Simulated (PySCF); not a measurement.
## Adding and removing an electron: NaZn

PBE0; PySCF, no relativity, basis sets Na def2-SVPD, Zn def2-SVPD. Neutral (UKS): doublet (σ ↑), Re = 3.136 Å, ωe = 106 cm⁻¹, De = 0.21 eV, HOMO -3.39 eV, LUMO -1.51 eV.

NaZn⁻ (UKS): singlet (closed shell), Re = 3.456 Å, ωe = 74.7 cm⁻¹, De = 0.30 eV to Na⁻ + Zn. The energies at the minima are -1941.00470 hartree for NaZn and -1941.02179 for NaZn⁻.

Task: Work out the adiabatic electron affinity, without and with harmonic zero-point energies (1 hartree = 27.2114 eV, 1 eV = 8065.5 cm⁻¹), and the change of the bond length.

Result: At PBE0: 0.01709 hartree = 0.465 eV between the minima; the zero-point term (106.0 − 74.7)/2 cm⁻¹ = +0.002 eV makes it 0.467 eV. Re changes by +32.0 pm against the neutral. The electron enters a σ orbital, and the ion is left as a loose complex of an ion and an atom.

Closed-shell solutions of metal pairs were not tested for spin polarisation, which can lower them a little. Weak bonds: NaZn, NaZn⁻. Basis-set superposition, not corrected here, can be much of De in a small basis, most of all at correlated wavefunction levels. For an ion De counts to the pair picked by the measured ionisation energies or electron affinities, which need not be the lowest pair at this level. The highest Kohn–Sham level is positive in this anion. Much of that is self-interaction error, but it also means that the finite basis helps to hold the extra electron. States were picked by a PBE0 search and need not be the measured ground states.
